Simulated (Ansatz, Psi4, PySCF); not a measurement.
C2H6N (SMILES C[CH]N), doublet, geometry from GFN2-xTB. Base run: CCSD(T)/6-31G* run with PySCF.

The PySCF input:
```python
from pyscf import gto, scf, cc

mol = gto.M(
    atom='''
C     1.231296   -0.256698   -0.096553
C    -0.057991    0.173937    0.499408
N    -1.201007    0.149662   -0.310170
H     1.647232    0.488635   -0.788645
H     1.968133   -0.422047    0.687336
H     1.103384   -1.183652   -0.657212
H    -0.055250    0.947582    1.249310
H    -2.066681    0.263625    0.198966
H    -1.229596   -0.645216   -0.935699
''',
    basis='6-31g*',
    charge=0,
    spin=1,
    verbose=4,
)

mf = scf.UHF(mol)
mf.kernel()

mycc = cc.CCSD(mf)
mycc.kernel()
et = mycc.ccsd_t()
print('E(CCSD(T)) = %.10f' % (mycc.e_tot + et))
```

The same geometry, method and basis name were run in Ansatz (a first-principles code) and Psi4 and PySCF, at each program's defaults and at the settings that a row names. The base is PySCF at its defaults. Differences at the defaults can come from grids, fitting, cores and function types together.

| code and settings | ΔE vs base (mEh) | basis functions | E (Eh) | SCF cycles |
|---|---|---|---|---|
| PySCF, defaults (exact integrals, spherical functions, all electrons correlated) | 0.000 | 54 | -134.08199 | 12 |
| Psi4, defaults (exact integrals, Cartesian functions, all electrons correlated) | -10.689 | 57 | -134.09268 | 15 |
| Ansatz, defaults (factorised integrals, Cartesian functions, frozen core) | 1.790 | 57 | -134.08020 | - |
| PySCF, frozen core | 6.372 | 54 | -134.07562 | 12 |
| Psi4, exact integrals, spherical functions, frozen core | 6.372 | 54 | -134.07562 | 15 |
| Ansatz, high accuracy, frozen core, Cartesian functions as the basis file defines them | 1.787 | 57 | -134.08020 | - |

Open shells are given as the SCF converged; they aren't shown to be the lowest states, and a large step between rows can be another state.
